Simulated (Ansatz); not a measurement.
(4-tert-butylphenyl)diphenylsulfonium bromide, `CC(C)(C)c1ccc([S+](c2ccccc2)c2ccccc2)cc1.[Br-]`. Charge 0, multiplicity 3. Geometry PBE-D4/def2-SVP, that of the neutral singlet; atoms count from 1.

Cartesian coordinates in Å:
```
C -3.769 2.198 -2.780
C -2.392 2.553 -2.191
C -2.550 3.807 -1.299
C -1.425 2.864 -3.358
C -1.806 1.406 -1.352
C -0.554 1.571 -0.716
C 0.020 0.555 0.056
C -0.654 -0.673 0.181
S 0.013 -2.015 1.209
C 0.866 -0.917 2.465
C 0.008 -0.406 3.455
C 0.538 0.354 4.505
C 1.922 0.582 4.581
C 2.774 0.051 3.600
C 2.251 -0.703 2.535
C 1.478 -2.646 0.368
C 2.009 -2.046 -0.780
C 3.175 -2.589 -1.342
C 3.798 -3.701 -0.756
C 3.249 -4.287 0.398
C 2.080 -3.766 0.967
C -1.896 -0.873 -0.436
C -2.461 0.170 -1.184
H -4.515 1.981 -1.988
H -4.154 3.052 -3.374
H -3.717 1.321 -3.457
H -1.581 4.143 -0.878
H -2.969 4.648 -1.890
H -3.237 3.608 -0.451
H -1.292 1.977 -4.011
H -1.826 3.692 -3.979
H -0.423 3.170 -2.995
H -0.006 2.520 -0.815
H 0.982 0.727 0.561
H -1.075 -0.600 3.397
H -0.134 0.762 5.277
H 2.339 1.172 5.411
H 3.859 0.225 3.658
H 2.921 -1.116 1.767
H 1.508 -1.186 -1.245
H 3.594 -2.136 -2.254
H 4.711 -4.121 -1.204
H 3.725 -5.168 0.854
H 1.623 -4.237 1.849
H -2.378 -1.863 -0.358
H -3.438 -0.008 -1.653
Br -1.192 -4.056 -0.347
```

Single mean-field runs in def2-TZVP are fitted with def2-universal-jkfit. At PBE0-D4/def2-TZVP a singlet of charge 0 lies 3.41 eV below the triplet at the same geometry.

(1) Estimate the Mulliken populations of the heavy atoms from the PBE0/def2-TZVP orbitals of Ansatz.

(2) Where does the spin sit?

(3) And the Mayer bond orders between bonded heavy atoms (over 0.3)?

## Answers

(1) 
```csv
atom,charge (e),spin (α − β)
C1,-0.41,0.00
C2,0.06,-0.02
C3,-0.37,0.00
C4,-0.37,0.00
C5,0.22,0.20
C6,-0.23,-0.07
C7,-0.27,0.16
C8,0.09,0.08
S9,0.08,0.32
C10,0.08,0.15
C11,-0.14,0.00
C12,-0.15,0.00
C13,-0.09,0.01
C14,-0.15,0.01
C15,-0.15,0.00
C16,0.09,0.07
C17,-0.13,0.05
C18,-0.15,-0.02
C19,-0.12,0.11
C20,-0.12,-0.04
C21,-0.17,0.10
C22,-0.14,0.09
C23,-0.27,-0.04
Br47,-0.14,0.82
```
Mulliken values and Mayer orders depend strongly on the basis.

(2) Summed by element: C 0.85, S 0.32, H 0.01, Br 0.82, of 2 unpaired in all. Largest on single atoms: Br47 0.82, S9 0.32, C5 0.20.

(3) C1–C2 0.97 (1.54 Å); C2–C3 0.98 (1.55 Å); C2–C4 0.98 (1.55 Å); C2–C5 0.93 (1.54 Å); C5–C6 1.27 (1.41 Å); C5–C23 1.26 (1.41 Å); C6–C7 1.53 (1.40 Å); C7–C8 1.21 (1.41 Å); C8–S9 1.10 (1.82 Å); C8–C22 1.27 (1.40 Å); S9–C10 0.69 (1.87 Å); S9–C16 0.87 (1.80 Å); C10–C11 1.34 (1.41 Å); C10–C15 1.36 (1.40 Å); C11–C12 1.44 (1.40 Å); C12–C13 1.40 (1.41 Å); C13–C14 1.41 (1.40 Å); C14–C15 1.42 (1.41 Å); C16–C17 1.35 (1.40 Å); C16–C21 1.31 (1.40 Å); C17–C18 1.45 (1.40 Å); C18–C19 1.36 (1.40 Å); C19–C20 1.39 (1.41 Å); C20–C21 1.45 (1.40 Å); C22–C23 1.55 (1.40 Å).
